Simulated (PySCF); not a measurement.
**Size series: silsesquioxane**

All values: TDA CAM-B3LYP/6-31G*, gas phase, PySCF SCF with an in-house response code, fitting set def2-universal-JFIT up to Ne and JKFIT beyond, grid level 1 (kernel 0), vertical, one conformer each, geometries GFN2-xTB; core orbitals frozen in the response, virtual orbitals above 1.5 Eh left out. The lowest 6 singlets were sought, and the brightest is taken among them. The runs took 30 to 50 CPU minutes each on shared server CPUs.

The basis has no diffuse functions, so the polarisability comes out too low.

| corners with ethynyl | system | formula | HOMO-LUMO gap / eV | S1 / eV | LUMO / eV | f(S1) | polarisability / bohr³ |
| --- | --- | --- | --- | --- | --- | --- | --- |
| 2 | C#C[Si@@]12O[Si@@]3(C#C)O[Si@@]4(CC)O[Si@@](CC)(O1)O[Si@@]1(CC)O[Si@@](CC)(O2)O[Si@@](CC)(O3)O[Si@@](CC)(O4)O1 | C16H32O12Si8 | 10.68 | 6.34 | 1.38 | 0.000 | 301 |
| 4 | C#C[Si@]12O[Si@]3(C#C)O[Si@]4(C#C)O[Si@](C#C)(O1)O[Si@]1(CC)O[Si@](CC)(O2)O[Si@](CC)(O3)O[Si@](CC)(O4)O1 | C16H24O12Si8 | 10.60 | 6.32 | 1.26 | 0.000 | 293 |
| 6 | C#C[Si@@]12O[Si@@]3(C#C)O[Si@@]4(C#C)O[Si@@](C#C)(O1)O[Si@@]1(CC)O[Si@@](C#C)(O2)O[Si@@](C#C)(O3)O[Si@@](CC)(O4)O1 | C16H16O12Si8 | 10.53 | 6.31 | 1.13 | 0.000 | 285 |
